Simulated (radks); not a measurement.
The fluorine anion F-, [Ne], held by a Watson sphere: a shell of charge +1 at radius R that stands for the Madelung well of a crystal (potential energy -1/R inside, -1/r outside, in hartree with lengths in bohr). Method: non-relativistic Kohn-Sham, PBEsol, spin-polarised, spherical densities, point nucleus; computed with a radial shooting solver on a logarithmic mesh with Libxc functionals. Response by self-consistent Sternheimer equations with the Hartree and adiabatic LDA kernel. The sphere does not respond.

R (bohr)  e(1s) (eV)  e(2s) (eV)  e(2p) (eV)  <r> 2p (bohr)  sum of <r^2> (bohr^2)  X-ray form factor at sin(theta)/lambda = 0.3 1/angstrom  alpha (bohr^3)
1.83         -656.08     -27.851      -9.565          1.205                  14.58                                                    5.120           7.104
1.93         -655.93     -27.502      -9.258          1.214                  14.81                                                    5.105           7.521
1.97         -655.87     -27.366      -9.138          1.217                  14.89                                                    5.100           7.692
2.72         -654.55     -25.274      -7.180          1.264                  16.24                                                    5.052           11.13
2.88         -654.27     -24.918      -6.833          1.271                  16.47                                                    5.048           11.90
